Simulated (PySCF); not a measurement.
CH3FMoS2, multiplicity 1. Atoms are numbered in the order given.

```xyz
8

Mo     0.0923    -0.1963     0.0000
S     -0.0354     1.0095    -1.7081
S     -0.0354     1.0095     1.7081
F      1.5037    -1.3748     0.0000
C     -1.7081    -1.2323     0.0000
H     -2.5867    -0.5719     0.0000
H     -1.7201    -1.8602     0.9071
H     -1.7201    -1.8602    -0.9071
```

Geometry optimised at PBE0-D3(BJ)/def2-SVP. The multiplicity is an assumed one; no other spin state was optimised. The structure was generated by enumeration; whether it is a known compound was not checked. The def2 effective core potentials stand for the cores of Mo; spin–orbit coupling is left out.

The numbers are results of TDDFT-PBE/def2-SVPD in PySCF, not measurements.

Vertical excitations.  State labels are in the subgroup Cs.

```tsv
state	symmetry	energy (eV)	λ (nm)	f	main pairs
S1	A"	2.48	501	0.008	HOMO→LUMO 95 %
S2	A'	2.59	480	0.001	HOMO→LUMO+1 99 %
S3	A'	3.22	385	0.002	HOMO−1→LUMO 97 %
S4	A"	3.59	345	0.001	HOMO−2→LUMO 54 %, HOMO−1→LUMO+1 39 %
S5	A"	3.74	331	0.002	HOMO−2→LUMO 40 %, HOMO−1→LUMO+1 33 %, HOMO→LUMO+2 21 %
S6	A'	4.02	309	0.002	HOMO−3→LUMO 67 %, HOMO−2→LUMO+1 32 %
S7	A'	4.17	298	0.000	HOMO→LUMO+3 58 %, HOMO−4→LUMO 18 %, HOMO−2→LUMO+1 13 %
S8	A"	4.17	298	0.007	HOMO−3→LUMO+1 61 %, HOMO→LUMO+2 29 %
S9	A'	4.23	293	0.003	HOMO−4→LUMO 79 %, HOMO→LUMO+3 16 %
S10	A"	4.28	290	0.013	HOMO→LUMO+4 32 %, HOMO−3→LUMO+1 28 %, HOMO→LUMO+2 19 %, HOMO−1→LUMO+1 7 %
T1	A"	2.04	608	0	HOMO→LUMO 98 %
T2	A'	2.30	538	0	HOMO→LUMO+1 98 %
T3	A'	2.94	422	0	HOMO−1→LUMO 83 %
T4	A"	3.00	413	0	HOMO−1→LUMO+1 87 %
```
Triplets are in the Tamm–Dancoff approximation, which puts them higher than full response would, so one can lie above its singlet here.
